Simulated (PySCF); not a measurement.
PySCF job for dichloro(silyloxy)silane (Cl2H4OSi2), SMILES [SiH3]O[SiH](Cl)Cl, IEF-PCM-M06-2X/def2-SVP. Geometry optimised at ωB97X-D3(BJ)/def2-SVP. The values are those of a single conformer.

```python
import numpy as np
from pyscf import gto, scf, dft
from pyscf.solvent import pcm

mol = gto.M(
    atom='''
    Si   -2.25512562   -0.61371741    0.35325836
    O    -0.83534470   -0.01462667    1.01763495
    Si    0.63425258    0.42154841    0.45818426
    Cl    0.38655760    1.48255504   -1.28189398
    Cl    1.73174729   -1.25138808    0.01943759
    H    -1.92872992   -1.45248293   -0.83275766
    H    -3.12476506    0.52207605   -0.05242970
    H    -2.92933348   -1.43042626    1.39391495
    H     1.34662526    1.23837443    1.45175491
    ''',
    basis='def2-SVP',
    charge=0,
    spin=0,
    max_memory=1600,
    verbose=3,
)
mf = dft.RKS(mol, xc='m06-2x').density_fit(auxbasis='def2-universal-jkfit')
mf.grids.level = 4
mf.conv_tol = 1e-9
mf.max_cycle = 100
mf.kernel()
res = {}
for name, eps in {'water': 78.355, 'cyclohexanone': 15.619, 'dimethylsulfoxide': 46.826}.items():
    s = mf.PCM()
    s.with_solvent.method, s.with_solvent.eps, s.with_solvent.lebedev_order = 'IEF-PCM', eps, 29
    s.kernel(mf.make_rdm1())
    res[name] = (s.e_tot, eps, s.dip_moment(), s.mo_energy, s.converged)
    print(f'{name}: electrostatic solvation free energy {(s.e_tot - mf.e_tot) * 627.509474:.3f} kcal/mol')
```

Log of the run:

```
converged SCF energy = -1576.57834093919

WARN: PCM is an experimental feature. It is still in testing.
Features and APIs may be changed in the future.

converged SCF energy = -1576.58060481419
Dipole moment(X, Y, Z, Debye): -1.04797,  0.17262,  0.87266
water: electrostatic solvation free energy -1.421 kcal/mol

WARN: PCM is an experimental feature. It is still in testing.
Features and APIs may be changed in the future.

converged SCF energy = -1576.58042073159
Dipole moment(X, Y, Z, Debye): -1.04025,  0.16416,  0.85544
cyclohexanone: electrostatic solvation free energy -1.305 kcal/mol

WARN: PCM is an experimental feature. It is still in testing.
Features and APIs may be changed in the future.

converged SCF energy = -1576.58057310211
Dipole moment(X, Y, Z, Debye): -1.04666,  0.17114,  0.86967
dimethylsulfoxide: electrostatic solvation free energy -1.401 kcal/mol
```

The run converged.

Cost: very roughly 3 core-minutes.
